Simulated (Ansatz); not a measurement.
Frontier orbitals of C4H12BN (`BNC(C)(C)C`).

Z-matrix (Å, degrees):
```
C
N 1 1.463
C 1 1.528 2 108.4
C 1 1.518 2 110.9 3 120.6
C 1 1.527 2 108.3 3 -118.9
B 2 1.384 1 131.6 3 -120.1
H 2 1.011 1 111.2 3 59.8
H 3 1.092 1 110.5 2 61.9
H 3 1.092 1 110.8 2 -177.6
H 3 1.094 1 110.8 2 -57.9
H 4 1.091 1 111.4 2 60.2
H 4 1.091 1 111.4 2 -60.4
H 4 1.092 1 109.3 2 179.9
H 5 1.094 1 110.8 2 58.0
H 5 1.092 1 110.8 2 177.7
H 5 1.092 1 110.5 2 -61.9
H 6 1.198 2 117.5 1 179.9
H 6 1.195 2 121.3 1 -0.0
```

The species carries charge 0 and has multiplicity 1. All single points use the PBE0-D4/def2-TZVP geometry. Basis def2-TZVPP, the Gaussian-basis code of Ansatz.

```csv
functional,HOMO (eV),LUMO (eV)
r2SCAN0,-7.94,0.53
```

Problem. Give HOMO and LUMO (eV) with LDA (SPW92), PBE, revPBE, BLYP, r2SCAN, B97M-V, PBE0, B3LYP, r2SCANh, HSE06 (plane-wave form), BHLYP, CAM-B3LYP, LC-ωPBE, ωB97X-V, ωB97M-V. (Estimate.)

Solution. Computed: 
```tsv
functional	HOMO	LUMO
LDA (SPW92)	-6.72	-0.87
PBE	-6.53	-0.63
revPBE	-6.46	-0.53
BLYP	-6.39	-0.50
r2SCAN	-6.74	-0.27
B97M-V	-6.87	-0.42
PBE0	-7.78	0.31
B3LYP	-7.55	0.07
r2SCANh	-7.22	0.06
HSE06 (plane-wave form)	-7.38	-0.07
BHLYP	-8.94	1.21
CAM-B3LYP	-9.17	1.32
LC-ωPBE	-10.55	2.49
ωB97X-V	-10.19	2.36
ωB97M-V	-10.13	2.07
```

B3LYP here is the variant with VWN-RPA as its local correlation; programs differ in this. LC-ωPBE has ω = 0.4 bohr⁻¹. Positive LUMOs are unbound and depend on the basis.
